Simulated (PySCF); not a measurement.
**Does the structure fit the spectrum?**

A compound C$_{7}$H$_{12}$OSi gives the data below (simulated from a calculation) and was assigned the structure `C#C[SiH2]OC/C=C/CC`.

13C{1H} NMR (computed): δ 165.2 (CH), 132.5 (CH), 73.0 (CH2), 61.6 (CH2), 36.8 (CH2), 18.7 (CH2), 7.9 (CH2).

1H NMR (400 MHz, computed): δ 7.15 (m, 1H), 6.16 (d, 1H), 4.47 (m, 1H), 3.77 (m, 1H), 3.37 (m, 1H), 3.34 (m, 1H), 2.73 (m, 1H), 2.60 (m, 1H), 1.07 (m, 1H), 0.96 (m, 1H), 0.90 (m, 1H), 0.87 (m, 1H).

No solvent, one conformer, non-relativistic. NMR shieldings at PBE0/pcSseg-1/GIAO; GFN2-xTB geometry; PySCF 2.14.

Chemical shifts δ = σref − σ; 1H, 13C against TMS, all at this level.

Question: Compare with the shifts computed for the proposed structure, pairing carbons in order of shift.

Answer: Mapped SMILES: `[CH:1]#[C:2][SiH2:3][O:4][CH2:5]/[CH:6]=[CH:7]/[CH2:8][CH3:9]`. Each H is labelled by its parent atom.

```json
{"atom": "C7", "computed for proposal": "143.1", "given list": "165.2", "difference": "-22.1"}
{"atom": "C6", "computed for proposal": "137.0", "given list": "132.5", "difference": "+4.5"}
{"atom": "C1", "computed for proposal": "103.1", "given list": "73.0", "difference": "+30.1"}
{"atom": "C2", "computed for proposal": "88.3", "given list": "61.6", "difference": "+26.7"}
{"atom": "C5", "computed for proposal": "69.1", "given list": "36.8", "difference": "+32.3"}
{"atom": "C8", "computed for proposal": "32.1", "given list": "18.7", "difference": "+13.4"}
{"atom": "C9", "computed for proposal": "17.2", "given list": "7.9", "difference": "+9.3"}
```

The rms difference is 22.1 ppm and the largest +32.3 ppm at C5 (allylic sp3 CH2 bonded to O). The carbon types in order of shift don't match either: CH, CH, CH, C, CH2, CH2, CH3 for the proposal against CH, CH, CH2, CH2, CH2, CH2, CH2 in the data. The proposal doesn't fit.

Question: Which isomer fits?

Answer: SMILES C1=C[Si@]2(CC1)CCOC2.

- Carbon types of the structure: 2 × CH, 5 × CH2, which accounts for all hydrogens.
- δC 165.2, 132.5: alkene CH.
- δC 73.0: sp3 CH2 bonded to O; the inductive effect lowers its shielding.
- δC 61.6: sp3 CH2 bonded to O and Si; deshielded by the electronegative neighbour.
- δH 2.73, 2.60: hydrogen on an allylic sp3 CH2; allylic position.

Other isomers checked: C=C[C@@H](C)C1=C[SiH2]CO1 (rms 27.7 ppm); C=C(C)[C@@]1(C(C)=O)C[SiH2]1 (rms 29.3 ppm).

This is the structure that produced the data.

Shifts are as computed. Against solution values, carbons near 30 ppm lie about +3 ppm off and those near 130 ppm about +5 ppm. Of 1309 compounds with measured shifts, 239 miss one by over three times the rms of a fit or turn the order of signals round; such compounds aren't used in these exercises. Multiplicities follow the n + 1 count of equivalent neighbours, as no J values were calculated; m marks all less simple cases, F and P coupling included.
